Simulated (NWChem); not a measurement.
ZrO2; SMILES [O]=[Zr]=[O]

Computed with NWChem. def2 effective core potentials on Zr; no spin-orbit coupling. The level has its own optimisation; frequencies are unscaled.

Problem. What does the run give for LDA (Slater exchange, VWN5)/def2-SVP (core potentials)? Quantities: r O–Zr (Å); highest harmonic frequency (cm⁻¹); lowest (cm⁻¹); zero-point energy (kcal/mol).

Solution. 
| Property | Result |
|---|---|
| r O–Zr (Å) | 1.766 |
| highest harmonic frequency (cm⁻¹) | 945 |
| lowest (cm⁻¹) | 308 |
| zero-point energy (kcal/mol) | 3.1 |
